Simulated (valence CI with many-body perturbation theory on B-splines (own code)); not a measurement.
**Questions on S2+**

Level of theory: relativistic CI+MBPT: four valence electrons over a frozen Dirac-Fock core [Ne], a basis of 9 s, 9 p, 8 d, 6 f, 3 g, 1 h functions for each j, with the one-electron correlation potential Σ1 (screened to all orders), the two-electron term Σ2, the three-electron term Σ3, Breit, model QED; selected single and double excitations, second order for the rest, scaled by the run's own slope (own B-spline code, finite nucleus).

Set against measurement, 33 paired levels are off by 74 cm⁻¹ on average, the worst by 247. These come from a selection out of NIST levels in Podobedova, Kelleher and Wiese, J. Phys. Chem. Ref. Data 38, 171 (2009). Levels without a partner in it may be off by more. Among the levels kept, up to 440 cm⁻¹ of a level comes from second order outside the variational space, and about a tenth of that is noise between levels of different J, which matters for small intervals. 1 measured level below the end of the list, from 164141 cm⁻¹ on, found no clear computed partner, and computed levels of the same name lie up to 1859 cm⁻¹ from them.

Rates and lifetimes use the calculated energies. Strong lines usually hold to 10 to 20 %, long lifetimes can be off by a factor of two.

Question: What is the ground level?

Answer: 3s2 3p2 3P_0, composition 94 % 3s2 3p2 3P.

Question: What are the static dipole polarisabilities of the lowest levels?

Answer: 3s2 3p2 3P_0 7.07; 3s2 3p2 3P_1 7.08 (tensor 0.052); 3s2 3p2 3P_2 7.10 (tensor -0.11); 3s2 3p2 1D_2 7.23 (tensor 0.17) bohr³, of which the core gives 0.0721.

Question: Name the longest-lived excited levels whose lifetime is computed, and their main decay.

Answer: 3s2 3p2 3P_1 at 299 cm⁻¹ lives 2070 s, mostly by M1 to 3s2 3p2 3P_0; 3s2 3p2 3P_2 at 834 cm⁻¹ lives 483 s, mostly by M1 to 3s2 3p2 3P_1; 3s2 3p2 1D_2 at 11416 cm⁻¹ lives 11.1 s, mostly by M1 to 3s2 3p2 3P_2.

Question: Among levels below 172512 cm⁻¹, which E1 lines absorb most strongly from the ground level?

Answer: to 3s2 3p 3d 3D°_1 at 67.73 nm, f = 1.36; to 3s2 3p 3d 3P°_1 at 69.87 nm, f = 0.886; to 3s 3p3 3S°_1 at 72.34 nm, f = 0.331.

Question: What is the ionisation energy?

Answer: 34.826 eV; NIST lists 34.86 ± 0.04 eV (semi-empirical).

Question: How well does LS coupling describe the low levels?

Answer: Among the lowest 20 levels the leading LS term, summed over configurations, holds 99 % on average. For single configurations the figures are 81 % in LS and 57 % in jj coupling. Terms mix most in the J = 1 level at 137044 cm⁻¹, where the leading one holds 88 %.

Question: How is the term 3P of the ground level split?

Answer: J = 0 at 0.0, J = 1 at 299, J = 2 at 834 cm⁻¹.
